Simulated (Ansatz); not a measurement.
Ansatz (a first-principles code) input (CCSD(T)/STO-3G):

Ansatz 0.2 input:
```yaml
crystal:
  periodic: [false, false, false]
  atoms:
    - {symbol: Cr, position_ang: [0.13952899, -0.00611310, 0.17126774]}
    - {symbol: O, position_ang: [1.18561837, 0.15760384, -1.29588066]}
    - {symbol: H, position_ang: [1.37588926, 0.93654432, -1.82456126]}
    - {symbol: O, position_ang: [-1.50095585, -0.29762134, 0.87657839]}
    - {symbol: H, position_ang: [-2.20188516, 0.33031018, 1.06855381]}
basis:
  gaussian:
    orbitals: STO-3G
magnetization: {spin_polarized: true, initial_magnetization: 4}
correlation: {method: ccsd_t, electrons: outside_noble_gas}
```

Output:

```
Functional definition: HF
integrals: 0.01 GiB planned
414 factors; integrals over basis functions are off by at most 6.7e-4 eV
mean field: 0.08 GiB planned
mean field evaluation 1: about -32137.0686 eV, gradient 2.8e1 eV
mean field evaluation 2: about -32137.2296 eV, gradient 2.8e1 eV
mean field evaluation 4: about -32143.3705 eV, gradient 3.4e0 eV
mean field evaluation 8: about -32143.7169 eV, gradient 2.3e-1 eV
mean field evaluation 16: about -32143.7190 eV, gradient 2.8e-6 eV
mean field evaluation 32: about -32143.7068 eV, gradient 2.9e-1 eV
mean field evaluation 64: about -32143.1869 eV, gradient 1.2e0 eV
mean field evaluation 96: about -32143.7200 eV, gradient 5.3e-1 eV
mean field evaluation 128: about -32143.1309 eV, gradient 1.4e-1 eV
mean field evaluation 160: about -32141.5590 eV, gradient 2.7e-2 eV
mean field evaluation 192: about -32141.5589 eV, gradient 8.0e-3 eV
mean field evaluation 224: about -32143.1230 eV, gradient 2.1e-1 eV
mean field evaluation 256: about -32143.1423 eV, gradient 7.5e-2 eV
mean field evaluation 288: about -32138.0317 eV, gradient 1.1e0 eV
mean field evaluation 320: about -32137.7746 eV, gradient 7.8e-1 eV
mean field evaluation 352: about -32136.9600 eV, gradient 1.5e0 eV
mean field evaluation 384: about -32136.7524 eV, gradient 2.1e0 eV
mean field evaluation 416: about -32136.7459 eV, gradient 3.8e0 eV
mean field evaluation 448: about -32143.7190 eV, gradient 3.4e-3 eV
mean field evaluation 480: about -32141.5589 eV, gradient 4.6e-2 eV
mean field evaluation 512: about -32140.5390 eV, gradient 4.2e-3 eV
mean field -32143.71899334 eV, -1181.2598852100 hartree, gradient 2.1e-6 eV, S^2 6.026021; 15 other end points of the search recorded, 0 dependent functions left out
determinant -32143.71899334 eV, -1181.2598852100 hartree, with singles and doubles -32147.08213173 eV, -1181.3834782663 hartree
determinant -32143.26138875 eV, -1181.2430685516 hartree, with singles and doubles -32146.53009817 eV, -1181.3631914069 hartree
determinant -32143.14207901 eV, -1181.2386839995 hartree, with singles and doubles -32146.41828985 eV, -1181.3590825271 hartree
determinant -32143.13200008 eV, -1181.2383136057 hartree, with singles and doubles -32146.40825727 eV, -1181.3587138364 hartree
determinant -32141.55893032 eV, -1181.1805043581 hartree, with singles and doubles -32144.43308670 eV, -1181.2861276571 hartree
determinant -32140.53898856 eV, -1181.1430221897 hartree, with singles and doubles -32144.22601947 eV, -1181.2785180764 hartree
11 core orbitals not correlated
reference -32143.71899334 eV, -1181.2598852100 hartree; 12, 8 occupied and 7, 11 virtual orbitals, 414 factors
second order -2.69552397 eV of doubles, -0.00000000 eV of singles
coupled cluster: 0.06 GiB planned
cycle   1  -3.36481814 eV  change   -1.7e-3 eV  update   3.0e-3
cycle   2  -3.36797929 eV  change   -3.2e-3 eV  update   2.4e-3
cycle   3  -3.36971101 eV  change   -1.7e-3 eV  update   1.6e-3
cycle   4  -3.37082253 eV  change   -1.1e-3 eV  update   7.7e-4
cycle   5  -3.37191286 eV  change   -1.1e-3 eV  update   3.5e-4
cycle   6  -3.37199412 eV  change   -8.1e-5 eV  update   2.2e-4
cycle   7  -3.37178818 eV  change    2.1e-4 eV  update   1.6e-4
cycle   8  -3.37168035 eV  change    1.1e-4 eV  update   1.2e-4
cycle   9  -3.37164581 eV  change    3.5e-5 eV  update   1.1e-4
cycle  10  -3.37166599 eV  change   -2.0e-5 eV  update   9.6e-5
cycle  11  -3.37172432 eV  change   -5.8e-5 eV  update   7.6e-5
cycle  12  -3.37173981 eV  change   -1.5e-5 eV  update   4.5e-5
cycle  13  -3.37171808 eV  change    2.2e-5 eV  update   2.6e-5
cycle  14  -3.37172101 eV  change   -2.9e-6 eV  update   1.3e-5
perturbative correction -0.22891534 eV, -0.0084124835 hartree
Total energy: -32147.31962969 eV, -1181.3922061552 hartree
```

The spin state was set by rule; other spins were not relaxed.
